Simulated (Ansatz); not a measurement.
Triphenyltelluronium bromide (C₁₈H₁₅BrTe), relaxed as a singlet with RKS PBE-D4/def2-SVP in Ansatz, starting from the GFN2-xTB geometry. Force threshold 0.03 eV/Å.

In the def2 sets Te takes a core potential; there is no spin–orbit coupling.

Start:

```csv
atom,x (Å),y (Å),z (Å)
Br1,-1.584,0.619,3.630
C2,3.653,0.197,-1.963
C3,2.538,-0.619,-2.055
C4,1.593,-0.623,-1.043
C5,1.745,0.193,0.070
Te6,0.378,0.388,1.788
C7,-0.479,-1.488,1.312
C8,0.398,-2.556,1.211
C9,-0.077,-3.807,0.860
C10,-1.427,-3.986,0.609
C11,-2.303,-2.920,0.731
C12,-1.833,-1.666,1.087
C13,-0.843,1.654,0.607
C14,-1.325,1.229,-0.618
C15,-2.084,2.090,-1.391
C16,-2.346,3.375,-0.945
C17,-1.856,3.799,0.279
C18,-1.105,2.937,1.059
C19,2.865,1.014,0.144
C20,3.815,1.021,-0.862
H21,4.396,0.188,-2.746
H22,2.404,-1.258,-2.916
H23,0.737,-1.282,-1.124
H24,1.453,-2.404,1.400
H25,0.608,-4.638,0.780
H26,-1.797,-4.960,0.324
H27,-3.358,-3.061,0.550
H28,-2.523,-0.840,1.200
H29,-1.117,0.228,-0.967
H30,-2.468,1.756,-2.343
H31,-2.935,4.046,-1.551
H32,-2.058,4.799,0.629
H33,-0.738,3.258,2.025
H34,2.992,1.656,1.013
H35,4.680,1.662,-0.785
```

Q: Estimate the energy that the relaxation releases and the steps that it takes.

A: 0.43 eV, in 21 steps; 79 s on 2 threads of AMD EPYC 7R13 on a shared host and a share (18 GiB) of an NVIDIA H100 80GB HBM3. The force fell under the threshold at step 17, but the optimiser went on. No frequencies were taken in this run, so the end may be a saddle point.

Q: Does the start keep its bonding?

A: By distances, no bond broke or formed. The bond that changes most is Br1–Te6, from 2.70 to 2.84 Å (atoms count from 1).

Q: Predict the relaxed structure.

A: 
```
atom   x (Å)   y (Å)   z (Å)
 Br1  -1.234   0.561   3.946
  C2   3.719   0.007  -2.171
  C3   2.601  -0.843  -2.145
  C4   1.671  -0.758  -1.095
  C5   1.858   0.181  -0.063
 Te6   0.527   0.454   1.716
  C7  -0.402  -1.443   1.316
  C8   0.389  -2.601   1.354
  C9  -0.216  -3.848   1.125
 C10  -1.590  -3.925   0.855
 C11  -2.367  -2.756   0.821
 C12  -1.778  -1.505   1.061
 C13  -0.811   1.728   0.557
 C14  -0.684   1.803  -0.841
 C15  -1.541   2.652  -1.559
 C16  -2.500   3.426  -0.887
 C17  -2.607   3.349   0.510
 C18  -1.764   2.497   1.242
 C19   2.984   1.023  -0.089
 C20   3.910   0.942  -1.142
 H21   4.445  -0.063  -2.995
 H22   2.449  -1.579  -2.950
 H23   0.796  -1.426  -1.090
 H24   1.471  -2.544   1.550
 H25   0.396  -4.763   1.160
 H26  -2.060  -4.904   0.675
 H27  -3.447  -2.815   0.615
 H28  -2.390  -0.591   1.068
 H29   0.072   1.212  -1.376
 H30  -1.451   2.705  -2.655
 H31  -3.166   4.093  -1.457
 H32  -3.356   3.954   1.045
 H33  -1.860   2.405   2.337
 H34   3.149   1.758   0.718
 H35   4.786   1.609  -1.156
```
Bond lengths: 18 × C–C 1.40 to 1.41 Å; 3 × C–Te 2.15 to 2.24 Å; 1 × Br–Te 2.84 Å; 15 × C–H 1.10 Å.
